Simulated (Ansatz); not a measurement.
The first iterations of a band of CH$_{2}$OSSi (6 atoms, charge 0, multiplicity 1).

Level of theory: Ansatz, RHF/def2-SVP.

```json
{"movable images": "9", "climbing image": "yes", "spring": "5.0 eV/Å²", "optimiser": "quadratic models (default)", "start path": "through a guess of the saddle point", "force threshold": "0.5 eV/Å", "iteration limit": "60", "end points": "relaxed"}
```

Initial state:

```xyz
6
Properties=species:S:1:pos:R:3
O -0.637 -2.080 0.524
C -0.449 -0.992 0.162
Si 0.428 0.634 -0.017
S -1.427 0.147 -0.937
H 1.640 0.716 -0.844
H 0.444 1.575 1.112
```

Final state:

```xyz
6
Properties=species:S:1:pos:R:3
O -1.107 -2.921 1.003
C -0.551 -1.968 0.932
Si 0.945 1.043 0.467
S -0.011 1.360 -1.422
H 1.041 1.120 -2.209
H -0.317 1.365 1.229
```

| iteration | highest image above the first end (eV) | largest band force component (eV/Å) |
| --- | --- | --- |
| 1 | 3.526 | 5.887 |
| 2 | 2.811 | 2.363 |
| 3 | 2.814 | 3.250 |
| 4 | 2.479 | 1.749 |

Does the band converge within its limit, and where does its top end?

It converged. It ended after 13 iterations with the highest image 2.565 eV above the first end. The threshold of 0.5 eV/Å is loose, so the images may lie well off the minimum-energy path. Neighbouring images differ by up to 1.2 eV, so the band resolves the path poorly. Another band between the same ends (9 images) ends at a top of the same energy, where a vibrational analysis finds 1 clearly imaginary mode. The orbitals stay closed-shell, which can raise the energy where a bond breaks towards radicals; this wasn't checked here.

Time of the run: 77 s on 1 thread of Intel(R) Xeon(R) Gold 6455B (Sapphire Rapids), on a shared host, peak memory 0.14 GiB.
